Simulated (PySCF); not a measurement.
**How the method moves the HOMO and LUMO of 2-chloropyridine**

2-chloropyridine, C5H4ClN.
Atom-mapped SMILES: `[Cl:1][c:2]1[cH:3][cH:4][cH:5][cH:6][n:7]1` (hydrogens: H8 on C3; H9 on C4; H10 on C5; H11 on C6)

Basis pcSseg-1 throughout (PySCF), one geometry. Isolated species at its PBE0-D3(BJ)/def2-SVP geometry, gas phase.

Q: How do the orbital energies, the gap and the dipole change with the method?

A: 
```
   method                    kind  HOMO (eV)  LUMO (eV)  gap (eV)  μ (D)  SCF cycles
     BLYP                     GGA      -6.29      -1.91      4.38   3.18          14
      PBE                     GGA      -6.43      -2.09      4.34   3.21          14
      KT3                     GGA      -6.54      -2.01      4.53   3.17          15
      KT2                     GGA      -6.55      -2.05      4.51   3.21          15
    B97-2           global hybrid      -7.36      -1.23      6.13   3.40          14
     PBE0           global hybrid      -7.60      -1.18      6.42   3.42          14
CAM-B3LYP  range-separated hybrid      -8.80      -0.04      8.76   3.46          13
       HF            Hartree–Fock      -9.62       2.54     12.16   3.73          13
  LC-wPBE  range-separated hybrid     -10.13       0.95     11.08   3.55          14
```

The HOMO spans 3.84 eV, from BLYP down to LC-wPBE, and the gap runs from 4.34 eV (PBE) to 12.16 eV (HF). Over the methods BLYP (0 %), PBE (0 %), KT3 (0 %), KT2 (0 %), B97-2 (21 %), PBE0 (25 %), HF (100 %), a straight line through the gap against the share of exact exchange rises by 0.77 eV for each 10 % (correlation coefficient 1.000). The dipole ranges from 3.17 D (KT3) to 3.73 D (HF). This basis has no diffuse functions.

The vertical ΔSCF ionisation energy at PBE0/def2-SVPD is 9.50 eV; −ε(HOMO) comes closest to it with HF (9.62 eV).
